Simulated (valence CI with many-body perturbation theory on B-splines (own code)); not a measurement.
## Pm XXIX: magnetic and hyperfine properties of the levels

Calculated by configuration interaction combined with many-body perturbation theory (CI+MBPT): five valence electrons over a frozen Dirac-Fock core [Ar] 3d10, radial functions for each j: 9 s, 9 p, 8 d, 6 f, 3 g, 1 h, with the one-electron correlation potential Σ1 (screened to all orders), the two-electron term Σ2, the three-electron term Σ3, Breit, model QED; selected single and double excitations, second order for the rest (own B-spline code, finite nucleus).

The last digits are not significant, and no measured levels were compared; by estimate large intervals hold to a few tenths of a per cent, small ones and those within an open d or f shell to about a per cent. Among the levels kept, up to 270 cm⁻¹ of a level comes from second order outside the variational space, and about a tenth of that is noise between levels of different J, which matters for small intervals.

A/g_I is the dipole constant over the nuclear g factor μ/I (μ in nuclear magnetons, uniformly magnetised nucleus), B/Q the quadrupole constant per barn. Both hold the static response of the core; the bare values leave it out. Large factors of s and p1/2 electrons are usually good to 5 to 10 %; those of open d and f shells near neutrality can be off by tens of per cent, and small factors of p3/2, d and f electrons come from cancelling terms and can be off by a factor of two or in sign, in half-filled shells by more. B is blank for J = 1/2, where it vanishes, and for nearly pure S terms. Energies count from the lowest level.

Levels are named by their leading jj configuration (3d3/2^4 stands for four electrons in 3d with j = 3/2), which in mixed levels can hold well under half, so a name can repeat and another be missing. Letters in brackets count levels of one name in rising energy.

```tsv
Level	E (cm⁻¹)	g	A/g_I (MHz)	A/g_I bare	B/Q (MHz/b)	B/Q bare
(4s^2 4p1/2^2 4p3/2) J=3/2	0	1.419	22900	21800	40900	39200
(4s^2 4p1/2 4p3/2^2) J=3/2	232010	1.427	-3580	-3650	11100	10700
(4s^2 4p1/2 4p3/2^2) J=5/2	264270	1.198	54900	52600	-228	-211
(4s^2 4p1/2 4p3/2^2) J=1/2	305180	0.662	174000	168000		
(4s^2 4p3/2^3) J=3/2	541850	1.282	26100	25000	-52200	-50000
(4s 4p1/2^2 4p3/2^2) J=5/2	757410	1.512	124000	120000	17600	16900
(4s 4p1/2^2 4p3/2^2) J=3/2	828790	1.124	-35500	-34000	-21100	-20200
(4s 4p1/2^2 4p3/2^2) J=1/2	851170	2.251	497000	478000		
(4s^2 4p1/2^2 4d3/2) J=3/2	906960	0.892	-922	-636	4900	4740
(4s^2 4p1/2^2 4d5/2) J=5/2	970430	1.187	8100	8070	12500	12100
(4s 4p1/2 4p3/2^3) J=3/2 [a]	1016000	1.412	82700	79500	-36700	-35100
(4s 4p1/2 4p3/2^3) J=5/2	1055100	1.270	138000	132000	-58200	-55700
(4s^2 4p1/2 4p3/2 4d3/2) J=1/2 [a]	1085000	0.851	-24900	-23600		
(4s^2 4p1/2 4p3/2 4d3/2) J=3/2	1085300	1.026	38500	37100	-17100	-16400
(4s^2 4p1/2 4p3/2 4d3/2) J=5/2 [a]	1109900	0.947	45900	44200	-15100	-14400
(4s^2 4p1/2 4p3/2 4d3/2) J=7/2	1134300	1.088	38700	37300	30700	29500
(4s^2 4p1/2 4p3/2 4d3/2) J=1/2 [b]	1144700	0.743	24700	23800		
(4s^2 4p1/2 4p3/2 4d5/2) J=7/2 [a]	1160100	1.312	-5020	-4680	52200	50100
(4s 4p1/2 4p3/2^3) J=3/2 [b]	1168300	1.095	-6140	-5720	-11600	-11100
(4s^2 4p1/2 4p3/2 4d5/2) J=9/2	1193800	1.215	29400	28300	34900	33500
(4s^2 4p1/2 4p3/2 4d5/2) J=5/2 [a]	1206700	1.244	15900	15400	-853	-755
(4s^2 4p1/2 4p3/2 4d5/2) J=3/2 [a]	1214900	1.137	-1170	-1080	190	175
(4s^2 4p1/2 4p3/2 4d3/2) J=5/2 [b]	1243500	1.251	34500	33400	-10900	-10400
(4s^2 4p1/2 4p3/2 4d3/2) J=1/2 [c]	1244900	2.012	55200	52900		
(4s^2 4p1/2 4p3/2 4d5/2) J=3/2 [b]	1254400	1.482	25800	25000	-13800	-13300
(4s^2 4p1/2 4p3/2 4d5/2) J=7/2 [b]	1263500	1.071	33300	32100	21900	21100
(4s^2 4p1/2 4p3/2 4d5/2) J=3/2 [c]	1297200	0.854	46000	44500	14200	13600
(4s^2 4p1/2 4p3/2 4d5/2) J=5/2 [b]	1297400	1.148	-86.9	31.6	25400	24400
(4s^2 4p1/2 4p3/2 4d5/2) J=1/2	1319300	1.055	35300	34300		
(4s 4p3/2^4) J=1/2	1368100	1.486	264000	254000		
(4s^2 4p3/2^2 4d5/2) J=7/2	1434300	1.258	13500	13100	9570	9210
(4s^2 4p3/2^2 4d5/2) J=9/2	1446000	1.226	14800	14300	33600	32300
(4s^2 4p3/2^2 4d3/2) J=1/2	1447500	1.123	13200	12000		
(4s^2 4p3/2^2 4d3/2) J=3/2 [a]	1455500	1.151	18200	17500	-20000	-19200
(4s^2 4p3/2^2 4d3/2) J=5/2	1461100	1.211	26700	25700	-9420	-9050
(4s^2 4p3/2^2 4d3/2) J=7/2	1490100	1.101	21000	20300	1340	1430
(4s^2 4p3/2^2 4d3/2) J=3/2 [b]	1522900	0.998	12900	12800	11700	11300
(4s^2 4p3/2^2 4d5/2) J=5/2 [a]	1526300	1.204	6770	6770	61200	58700
(4s^2 4p3/2^2 4d5/2) J=1/2	1562500	1.799	165000	160000		
(4s^2 4p3/2^2 4d5/2) J=3/2	1585600	1.070	10400	10300	4790	4610
```

**Question.** Take the isotope of mass number 147, with I = 7/2, μ = 2.58 μN and Q = 0.74 b. What is the hyperfine structure of (4s^2 4p1/2 4p3/2^2) J=5/2?

**Answer.** From the table A = 40500 MHz, B = -169 MHz. Shifts from the centre of gravity in MHz: F = 1: -456000, F = 2: -375000, F = 3: -253000, F = 4: -91100, F = 5: 111000, F = 6: 354000.
